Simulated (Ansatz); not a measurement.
Basis-set extrapolation for AlBH6N2 (`[BH2][Al]([NH2])[NH2]`) (PBE0-D4/def2-TZVP geometry, frozen core, Ansatz). Multiplicity 1, RHF reference.

|  | def2-TZVPP | def2-QZVPP |
| --- | --- | --- |
| HF | -379.101790 | -379.116531 |
| MP2 correlation | -0.606888 | -0.650348 |
| CCSD(T) correlation | -0.669292 | not run |

Energies in hartree. Use E(X) = E(∞) + A·exp(−7.88·√X) for Hartree–Fock and E(X) = E(∞) + B·X^(−2.97) for correlation, with X = 3 and 4, and add CCSD(T) minus MP2 of the smaller set to the MP2 limit.

What is the CCSD(T) energy at the basis-set limit?

HF limit: -379.116531 + (-0.014741) × 0.13774 = -379.11856. MP2 limit: -0.650348 + (-0.043460) × 0.74074 = -0.68254. Higher-order term: -0.669292 − (-0.606888) = -0.06240. Total: -379.86350 hartree, 242.6 kJ/mol below CCSD(T)/def2-TZVPP.
